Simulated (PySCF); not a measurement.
Bromine monochloride, BrCl, SMILES ClBr, point group C∞v.

Force field and properties: PBE0/pcSseg-2 (PySCF, grid level 2). Vibrational terms come from second-order perturbation theory with semi-diagonal cubic constants, by steps of ±0.6 along the normal coordinates of each isotopologue. The parent has the commonest isotopes.

Equilibrium geometry (Å):

| atom | x | y | z |
| --- | --- | --- | --- |
| Cl1 | 1.0733 | -0.0113 | -0.0117 |
| Br2 | -1.0623 | 0.0164 | -0.0449 |

An isotope shift is δ(isotopologue) − δ(parent), that is, the negative of the change in the averaged GIAO shielding; n counts bonds from the nearest label (0: the labelled atom itself). These are computed values; those of heavy atoms are rounded to 5 ppb, about the numerical noise.

(1) What isotope shifts arise with ⁸¹Br at 2?

(2) What isotope shifts arise with ³⁷Cl at 1?

(3) What isotope shifts arise with ³⁷Cl at 1, ⁸¹Br at 2?

Spin–orbit effects of the heavy atoms on shieldings are missing.

## Answers

(1) 
| nucleus | n | 0 K (ppb) | 100 K (ppb) |
| --- | --- | --- | --- |
| Cl1 | 1 | -35 | -35 |

(2) 
```
nucleus  n  0 K (ppb)  100 K (ppb)
    Cl1  0       -170         -165
```

(3) 
```csv
nucleus,n,0 K (ppb),100 K (ppb)
Cl1,0,-205,-200
```
